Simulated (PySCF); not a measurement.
Molecule: Sn(All)2(H)2, C6H12Sn, SMILES C=C[CH2][SnH2][CH2]C=C. Atoms near the plane z = 0.0 Å, at the GFN2-xTB optimised geometry (x, y, z in Å): Sn1 (-0.1, -0.4, 0.0), C5 (2.1, -0.4, 0.0), H8 (-0.7, 1.2, 0.0), H12 (-3.0, -2.0, -1.0), H15 (2.4, -1.4, 0.2), H16 (2.4, 0.2, 0.8), H18 (3.0, 2.0, -0.7).

Computed with B3LYP/def2-SVP, def2 effective core potentials past Kr (PySCF). The core electrons that the potentials of Sn replace are not part of the density. Cells within 0.4 Å of a nucleus heavier than hydrogen are left out (blank, or x). The values are rescaled to run from 0 to 1.

```
|000000000000000011111111111|
|000000000000000011111111111|
|000000000000000001111111111|
|000000000000000001111111111|
|000000000000000001111111111|
|000000000000000001111111111|
|000000000000000001122211110|
|000000000000000001246421100|
|000000000012100011259621000|
|000000000059931111246410000|
|000000000199984322333200000|
|000000000299999744553100000|
|000000001499999999996200000|
|000000013899999999999300000|
|000000013999xx9999x99300000|
|110000123899999999999310000|
|111111123699999999999311000|
|111112323469999957999311111|
|111123432235677534895211111|
|111123322223343333333211111|
|111112222222222222222111111|
|111111111112222222221111111|
|111111111111222221111111111|
|111111111111111111111111111|
|111111111111111111111111111|
|111111111111111111111111111|
|111111111111111111111111111|
```
Scale: ten equal steps from 0.000 (start of '0') to 1.00 (end of '9'), in the order '0123456789'; x runs from -5.50 to 5.50, y from -5.50 (bottom) to 5.50 (top).

Task: Which quantity is mapped?
(A) log10 of the electron density
(B) deformation density (molecule minus spherical neutral atoms)
(C) Laplacian of the electron density
(D) electrostatic potential

Result: D, electrostatic potential. In full: electrostatic potential (hartree/e), clipped to [-0.08, 0.12].
